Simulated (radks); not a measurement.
Pm, 61 electrons, occupied as [Xe] 4f5 6s2 (the NIST ground configuration).

Method: scalar-relativistic Kohn-Sham, LDA (Slater exchange, Perdew-Wang correlation), spin-polarised, spherical densities, finite nucleus; open shells are filled with parallel spins first (spin-orbit coupling, left out, can overturn this in heavy ions); Fermi nuclear charge, rms radius 4.962 fm; computed with a radial shooting solver on a logarithmic mesh with Libxc functionals.

Energy parts (hartree):
| part | energy |
|---|---|
| total | -10013.0692 |
| kinetic | 10676.0520 |
| electron-nucleus | -24353.8527 |
| Hartree | 3886.4611 |
| exchange-correlation | -221.7296 |

Orbitals (lengths in bohr, moments of r in powers of bohr):
orbital  occ.  eigenvalue (hartree)      <r^4>
1s down     1             -1652.718  1.421e-06
1s up       1             -1652.718  1.421e-06
2s up       1             -268.7350  0.0002301
2s down     1             -268.7333  0.0002301
2p up       3             -240.1235  0.0001698
2p down     3             -240.1223  0.0001698
3s up       1             -58.58350   0.009138
3s down     1             -58.52867   0.009116
3p up       3             -49.59583   0.009541
3p down     3             -49.54150   0.009513
3d up       5             -37.23345   0.007745
3d down     5             -37.19081   0.007711
4s up       1             -11.66786     0.2302
4s down     1             -11.53311     0.2301
4p up       3              -8.71662     0.3024
4p down     3              -8.58199     0.3027
4d up       5              -4.54538     0.4962
4d down     5              -4.41191     0.5001
5s up       1              -1.57024      7.978
5s down     1              -1.49087      8.434
5p up       3              -0.85759      16.46
5p down     3              -0.79676      17.99
6s up       1              -0.13817      680.9
6s down     1              -0.13025      760.0
4f up       5              -0.12139      8.653
4f down     0              -0.00953      48.90

The highest occupied level is 4f up at -3.303 eV. Spin moment in Bohr magnetons: 5. Summed over all electrons, <r^2> = 85.13 bohr^2, which gives a Langevin (diamagnetic) susceptibility term of -67.4 x 10^-6 cm^3/mol. The spin density at the nucleus is 1.090 e/bohr^3 (1s 0.013, 2s -0.607, 3s -7.501, 4s -0.220, 5s 7.932, 6s 1.473). The density falls to 0.001 e/bohr^3 at r = 5.29 bohr. For comparison, the ionisation energy in NIST's Atomic Spectra Database is 5.582 eV (measured). In exact Kohn-Sham theory the highest level is minus the ionisation energy, but local and semilocal functionals leave it too shallow, through self-interaction and a potential that decays too fast; potentials with the right tail come closer. The electron density at the nucleus is 5.117e+05 e/bohr^3 (large components only).
